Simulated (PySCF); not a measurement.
# How methods differ on the ionisation energy of Ge⁺

Ge⁺ [Ar] 3d10 4s2 4p1 (2P) → Ge²⁺ [Ar] 3d10 4s2 (1S), as a difference of total energies. Calculation: PySCF 2.14, in x2c-SVPall (5s4p3d, 32 functions); scalar relativity by spin-free X2C-1e. Correlated levels: valence: [Ar] 3d10 frozen. The calculations carry no spin-orbit coupling.

```tsv
method	ionisation energy (eV)
UHF	15.235
r2SCAN	16.005
MN15	15.873
MP2 (valence)	15.390
SCS-MP2 (valence)	15.371
CCSD (valence)	15.466
CCSD(T) (valence)	15.480
```

Errors of the correlated levels include the incompleteness of this basis and the frozen core.

Problem. Which method comes closest to the reference value, and which is furthest?

Solution. The reference is 15.789 eV (measured; NIST levels, between the centres of gravity of the two terms). Closest: MN15 (error 0.084 eV); furthest: UHF (error -0.554 eV).
